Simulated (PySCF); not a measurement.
## Electron correlation in Ne²⁺ (neon, charge +2)

[He] 2s1 2p5, high-spin 3P determinant (an excited configuration). Calculation: PySCF 2.14, in aug-cc-pCVTZ-DK (7s6p4d2f, 59 functions); the spin-free X2C one-electron Hamiltonian (Gaussian nucleus). Frozen: 1s2; 6 electrons correlated.

| level | correlation energy (mhartree) |
| --- | --- |
| CCSD | -208.46 |
| (T) | -3.57 |
| CCSD(T) | -212.03 |

Diagnostics: T1 = 0.0035, D1 = 0.0083, largest double amplitude 0.037.

Cost of the coupled-cluster step: of the order of 2 core-seconds, for 6 correlated electrons.

Iterations:

```
CC2 = 0
CCSD nocc = (np.int64(4), np.int64(2)), nmo = (58, 58)
frozen orbitals [[0], [0]]
max_cycle = 100
direct = 0
conv_tol = 1e-08
conv_tol_normt = 1e-06
diis_space = 8
diis_start_cycle = 0
Init t2, MP2 energy = -0.187266896593038
Init E_corr(UCCSD) = -0.187266896613979
cycle = 1  E_corr(UCCSD) = -0.201688076535466  dE = -0.0144211799  norm(t1,t2) = 0.0327483
cycle = 2  E_corr(UCCSD) = -0.2056621533212  dE = -0.00397407679  norm(t1,t2) = 0.0147186
cycle = 3  E_corr(UCCSD) = -0.208550119239517  dE = -0.00288796592  norm(t1,t2) = 0.00729514
cycle = 4  E_corr(UCCSD) = -0.208442170968479  dE = 0.000107948271  norm(t1,t2) = 0.00103098
cycle = 5  E_corr(UCCSD) = -0.208456823076146  dE = -1.46521077e-05  norm(t1,t2) = 0.0002369
cycle = 6  E_corr(UCCSD) = -0.20845975655682  dE = -2.93348067e-06  norm(t1,t2) = 7.66198e-05
cycle = 7  E_corr(UCCSD) = -0.208458743044702  dE = 1.01351212e-06  norm(t1,t2) = 2.60468e-05
cycle = 8  E_corr(UCCSD) = -0.208458334406085  dE = 4.08638618e-07  norm(t1,t2) = 0.000109892
cycle = 9  E_corr(UCCSD) = -0.208458575494417  dE = -2.41088333e-07  norm(t1,t2) = 3.31019e-06
cycle = 10  E_corr(UCCSD) = -0.208458527298088  dE = 4.81963297e-08  norm(t1,t2) = 7.50957e-07
cycle = 11  E_corr(UCCSD) = -0.208458505591473  dE = 2.17066153e-08  norm(t1,t2) = 2.0512e-07
cycle = 12  E_corr(UCCSD) = -0.208458507366916  dE = -1.77544349e-09  norm(t1,t2) = 6.06597e-08
UCCSD converged
E(UCCSD) = -125.7326594338931  E_corr = -0.208458507366916
UCCSD(T) correction = -0.00356992692478384
```
